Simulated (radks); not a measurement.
Values are calculated unless marked as measured or tabulated.
Task: Numerical settings for the niobium ion Nb3+, [Kr] 4d2. Level of theory: scalar-relativistic Kohn-Sham, r2SCAN, spin-unpolarised, spherical densities, finite nucleus; meta-GGA in the generalised Kohn-Sham scheme; Fermi nuclear charge, rms radius 4.324 fm (a radial shooting solver on a logarithmic mesh with Libxc functionals). The defaults (mesh step 0.008 in ln r, mesh end at 40 bohr or more with all orbitals vanishing there, Anderson mixing 0.5 over 9 steps, residual threshold near 1e-9 with the energy settled to 1e-9 hartree or 1e-11 of itself, here a cap of 69 iterations) give E = -3818.473 hartree and 4d at -30.211 eV in 12 iterations. Run on one thread of a shared host, so times are rough (Arm Neoverse V2): 0.08 s of CPU time, 0.08 s wall, 12 iterations on 2189 mesh points. One setting is changed at a time: mesh step in ln r 0.003; mesh step in ln r 0.12; mesh step in ln r 0.05; mesh end (bohr) 400; mesh end (bohr) 3; residual threshold 0.001; residual threshold 0.01; mixing 1.5; linear mixing, mixing 0.5; linear mixing, mixing 0.2; mixing history 20; iteration cap 8. Which runs fail to converge, and which converge to a wrong energy?

Result: Not converged within the cap: mesh step in ln r 0.12; iteration cap 8. Settings that end as converged yet miss the energy by more than 1 mhartree: mesh step in ln r 0.05 (-0.00185 hartree); mesh end (bohr) 3 (+0.322 hartree).
